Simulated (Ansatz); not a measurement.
`O[SiH](S)I`. Charge 0, multiplicity 1. I takes the def2 core potential.

```xyz
7

O    -1.3667   -1.0166    0.1266
Si   -0.0001   -0.1725    0.4062
S    -0.2239    1.7740   -0.4277
I     1.9768   -1.2390   -0.5672
H    -1.6552   -1.1143   -0.7836
H     0.1762   -0.1796    1.8690
H     1.0929    1.9479   -0.6233
```

(1) What are the harmonic wavenumbers in cm⁻¹ at PBE0-D4/def2-TZVP (Ansatz, finite differences of forces, unscaled)? (Estimate.)

(2) Is this a minimum?

(3) Give the ideal-gas thermochemistry at 298.15 K and 1 bar (rigid rotor, harmonic oscillator; point group C1, symmetry number 1).

(4) And at 400, 500, 600, 800 and 1000 K?

(5) Rotational constants (cm⁻¹)?

Answers

(1) Ansatz gave: 112, 150, 177, 247, 325, 365, 527, 718, 771, 794, 871, 940, 2284, 2721, 3903.

(2) Yes, all 15 modes are real.

(3) Zero-point energy 89.2 kJ/mol; H(298) − E = 109.0 kJ/mol; entropy 354.2 J/(mol·K), of which translation 175.3, rotation 120.4, vibration 58.5; G(298) − E = 3.3 kJ/mol.

(4) 
```tsv
T (K)	H − E (kJ/mol)	S (J/mol/K)	G − E (kJ/mol)
400	119.4	384.2	-34.3
500	130.5	409.1	-74.0
600	142.4	430.6	-116.0
800	167.4	466.6	-205.9
1000	193.9	496.1	-302.2
```

(5) 0.1362, 0.03651, 0.03018.
